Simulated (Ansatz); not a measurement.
System: C2H10N2O2Si, net charge 0, singlet state. SMILES: CO[Si](OC)(N)N
Coordinates optimised at B3LYP-D3(BJ)/def2-TZVP (Ansatz, an electronic-structure program):
```xyz
17

Si     0.0834    -0.4969    -0.0089
O     -1.0030     0.3066    -0.9515
C     -2.0390     1.1067    -0.4142
O      0.8535     0.5838     0.9675
C      1.5685     1.6964     0.4645
N      1.0299    -1.2897    -1.1761
N     -0.5456    -1.5954     1.1243
H     -2.6340     1.4960    -1.2409
H     -2.6910     0.5223     0.2427
H     -1.6402     1.9502     0.1584
H      2.3717     1.3801    -0.2086
H      2.0087     2.2294     1.3078
H      0.9129     2.3830    -0.0806
H      1.7606    -1.9380    -0.9414
H      1.0371    -1.0088    -2.1411
H     -0.6384    -1.3662     2.0984
H     -1.0260    -2.4382     0.8628
```

Property: atomisation energy (electronic, to ground-state atoms), in kcal/mol. Correlated levels leave the core frozen unless marked. UHF or UKS for open shells. Spin-orbit coupling is left out. Non-relativistic. The coupled-cluster limit lacks core correlation, which all-electron functionals hold. CBS marks a two-point X^-3 extrapolation of the correlation energy; Hartree-Fock from the larger set. The bracket is a focal-point correction in the basis named.

```tsv
level	program	atomisation energy (kcal/mol)	rough core time
PBE0/STO-3G	Ansatz	1688.1	under 20 s
PBE0/def2-TZVPD	Ansatz	1556.1	40 s
BHLYP-D3(BJ)/def2-TZVPD	Ansatz + dftd3	1523.2	50 s
BHLYP-D4/def2-TZVPD	Ansatz + dftd4	1522.1	50 s
CAM-B3LYP-D3(BJ)/def2-TZVPD	Ansatz + dftd3	1580.9	50 s
MP2/aug-cc-pV(D+d)Z	Ansatz	1479.0	-
RI-MP2/cc-pV(T+d)Z	Ansatz	1550.5	under 20 s
RI-MP2/cc-pV(Q+d)Z	Ansatz	1581.0	40 s
CCSD/6-31G*	Ansatz	1383.2	-
RI-MP2/CBS(cc-pV(T+d)Z,cc-pV(Q+d)Z)+[CCSD(T)-MP2]/cc-pV(D+d)Z	Ansatz	1576.8	-
```

Core times are rough, on shared machines, summed over the molecules involved; a dash marks a level read off another run, or run on other hardware, by another program or under a memory cap.
